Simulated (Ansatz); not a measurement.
One change: `C#[C][Hf]([F])([Cl])[Cl]` becomes `[OH][Hf]([F])([Cl])[Cl]`.

Ansatz, PBE0-D4/def2-TZVP geometries, multiplicity 1. Each molecule was computed in one conformer, which needn't be the lowest.

Elements past krypton have def2 core potentials.

| property | `C#[C][Hf]([F])([Cl])[Cl]` |
| --- | --- |
| HOMO energy (PBE/def2-TZVPP) / eV | -7.55 |
| HOMO–LUMO gap (PBE0/def2-TZVPP) / eV | 6.46 |
| HOMO energy (B3LYP/def2-TZVPP) / eV | -8.49 |
| HOMO–LUMO gap (B3LYP/def2-TZVPP) / eV | 6.00 |
| size of the dipole moment (ωB97M-V/def2-TZVPP) / D | 1.51 |
| HOMO energy (PBE0/def2-TZVPP) / eV | -8.76 |

(1) What does the change do to each property? (An estimate is asked.)

Answers

(1) The calculation gave: 
```csv
property,`[OH][Hf]([F])([Cl])[Cl]`,shift
HOMO energy (PBE/def2-TZVPP) / eV,-7.93,-0.38
HOMO–LUMO gap (PBE0/def2-TZVPP) / eV,8.22,1.76
HOMO energy (B3LYP/def2-TZVPP) / eV,-9.07,-0.58
HOMO–LUMO gap (B3LYP/def2-TZVPP) / eV,7.71,1.71
size of the dipole moment (ωB97M-V/def2-TZVPP) / D,2.84,1.33
HOMO energy (PBE0/def2-TZVPP) / eV,-9.36,-0.60
```

With PBE0 the HOMO falls by 0.60 eV and the LUMO rises by 1.16 eV, so the gap widens by about 1.76 eV. PBE moves the HOMO by -0.38 eV and ωB97M-V by -0.63 eV. The zero-point energy changes by -15.2 kJ/mol with -3 modes. Dipoles are sizes alone; their direction can turn.

B3LYP here is the variant with VWN-RPA as its local correlation; programs differ in this.
